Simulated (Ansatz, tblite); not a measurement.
Removing and adding an electron: GeHMe2Cl (C2H7ClGe). Charge 0, multiplicity 1. Geometry: PBE0-D4/def2-SVP. Ansatz, gas phase; energy differences of separate SCF runs; the oxidised species was run as a doublet alone; the reduced species was run as a doublet alone.

```xyz
11

Ge   -0.2664    0.0958   -0.6410
H    -0.9080    1.2393   -1.4509
C    -1.3400   -0.3897    0.9029
H    -0.8718   -1.2306    1.4343
H    -2.3492   -0.6889    0.5874
H    -1.4211    0.4663    1.5902
C     1.5810    0.4802   -0.1818
H     2.1669    0.6822   -1.0893
H     2.0229   -0.3806    0.3401
H     1.6303    1.3607    0.4769
Cl   -0.2446   -1.6346   -1.9688
```

The xTB rows come from tblite. HOMO above LUMO, or a gap near zero within one spin, warns that the state may not be the lowest or that an electron is smeared out.

```tsv
level	−HOMO (eV)	vertical IE (eV)	−LUMO (eV)	vertical EA (eV)	HOMO–LUMO gap (eV)	IE − EA (eV)	remarks
GFN1-xTB	12.01	14.63	4.90	2.23	7.11	12.41	–
GFN2-xTB	11.10	13.94	3.73	1.25	7.37	12.69	–
PBE-D4/def2-TZVP	6.94	9.95	0.44	–	6.50	–	gap within one spin near zero (+1 doublet)
PBE-D4/def2-TZVPD	6.99	–	0.67	-0.89	6.32	–	HOMO above zero (-1 doublet)
r2SCAN-D4/def2-TZVP	7.27	10.12	0.12	–	7.15	–	–
r2SCAN-D4/def2-TZVPD	7.29	–	0.27	-1.10	7.03	–	HOMO above zero (-1 doublet)
PBE0-D4/def2-TZVP	8.28	10.32	-0.52	–	8.80	–	–
PBE0-D4/def2-TZVPD	8.31	–	-0.16	-1.07	8.47	–	HOMO above zero (-1 doublet)
```

   A HOMO above zero means that the electron is unbound at that level or that self-interaction error raises the level; the energy of removing that electron tells which. Raw xTB energy differences between charge states are shifted by several eV; the methods need an empirical correction for them. A negative affinity means that the extra electron isn't bound; its size then hangs on the basis.
